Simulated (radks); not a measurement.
All-electron atom: Al IV in [Ne]. All-electron calculation, Dirac Kohn-Sham, BLYP, spin-unpolarised, spherical densities, point nucleus. Program: a radial shooting solver on a logarithmic mesh with Libxc functionals. Some entries of the table are withheld. Estimate them.

orbital,occ.,eigenvalue (eV),<1/r> (bohr^-1),<r^2> (bohr^2)
1s1/2,2,(1),(2),0.01946
2s1/2,2,-142.4852,2.350,0.4655
2p1/2,2,(3),(4),(5)
2p3/2,4,(6),(7),(8)
3s1/2,0,-33.8424,0.6776,4.660

Answer. 
(1) 1s1/2 eigenvalue (eV): -1547.922
(2) 1s1/2 <1/r> (bohr^-1): 12.63
(3) 2p1/2 eigenvalue (eV): -104.4718
(4) 2p1/2 <1/r> (bohr^-1): 2.233
(5) 2p1/2 <r^2> (bohr^2): 0.4503
(6) 2p3/2 eigenvalue (eV): -104.0225
(7) 2p3/2 <1/r> (bohr^-1): 2.222
(8) 2p3/2 <r^2> (bohr^2): 0.4534
